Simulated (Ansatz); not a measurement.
Species: CHS, charge 0, doublet. CHS (SMILES S=[CH], doublet).
B3LYP-D3(BJ)/def2-TZVP minimum from Ansatz (a first-principles code):
```
C
H 1 1.0885
S 1 1.5568 2 132.52
```
Charge 0, spin multiplicity 2.

Total energies in hartree (Ansatz). Radicals and triplets start from unrestricted determinants; spin-orbit coupling is neglected. Cores are frozen in correlated methods. No relativity. For partners of very few electrons the exact lower level stands in for a higher one. The UHF reference of CHS ([CH]=S, doublet) is spin-contaminated (<S^2> up to 0.26 over the pure value in the sets run).

| species | HF/cc-pV(T+d)Z | CCSD(T)/cc-pV(T+d)Z | HF/cc-pV(Q+d)Z | CCSD(T)/cc-pV(Q+d)Z | CCSDT(Q)/cc-pV(Q+d)Z |
|---|---|---|---|---|---|
| 1: CHS (SMILES [CH]=S, doublet) | -435.93575 | -436.28071 | -435.94200 | -436.30815 | -436.31154 |
| 2: C (triplet) | -37.69157 | -37.78076 | -37.69331 | -37.78654 | -37.78704 |
| 3: S (triplet) | -397.50938 | -397.65444 | -397.51264 | -397.66785 | -397.66887 |
| 4: H (doublet) | -0.49981 | -0.49981 | -0.49995 | -0.49995 | -0.49995 |

**Question.** Work out the atomisation energy (electronic, to ground-state atoms) in kcal/mol: take Hartree-Fock from cc-pV(Q+d)Z, extrapolate the CCSD(T) correlation energy as X^-3 (X = 3, 4), and add CCSDT(Q) - CCSD(T) in cc-pV(Q+d)Z. 1 hartree = 627.51 kcal/mol.

**Answer.** 
Species 1: correlation (64·(-0.36615) - 27·(-0.34496))/37 = -0.38161; step -0.00339; E1 = -435.94200 + (-0.38161) + (-0.00339) = -436.32700
Species 2: correlation (64·(-0.09323) - 27·(-0.08919))/37 = -0.09618; step -0.00050; E2 = -37.69331 + (-0.09618) + (-0.00050) = -37.78999
Species 3: correlation (64·(-0.15521) - 27·(-0.14506))/37 = -0.16262; step -0.00102; E3 = -397.51264 + (-0.16262) + (-0.00102) = -397.67628
Species 4: correlation (64·(0.00000) - 27·(0.00000))/37 = 0.00000; step +0.00000; E4 = -0.49995 + (0.00000) + (+0.00000) = -0.49995
-1·E1 +1·E2 +1·E3 +1·E4 = 0.36078 hartree = 226.4 kcal/mol.
